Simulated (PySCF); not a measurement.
## Removing the step error of a finite difference

System: C2H8GeO2, singlet, at a GFN2-xTB geometry, atoms displaced at random by about 0.08 Å a coordinate. Level: PySCF with HF/STO-3G, gradient. Sums are taken with unrounded values, so a last digit can differ.

Central differences of the energy along z of atom 10 gave a gradient component of -0.047619 Eh/bohr at step 0.05 and -0.045668 Eh/bohr at step 0.2 (atomic units).

**Question.** Extrapolate to zero step.

**Answer.** The leading error of a symmetric difference goes as h², so A(h) = A0 + c h². Then c = (-0.045668 - (-0.047619))/(0.2² - 0.05²) = 0.0520 (atomic units) and A0 = -0.047619 - c × 0.05² = -0.047749 Eh/bohr. The analytic value from the same program and level is -0.047750 Eh/bohr: the smaller step missed it by 0.000132, the extrapolation by 0.000002.
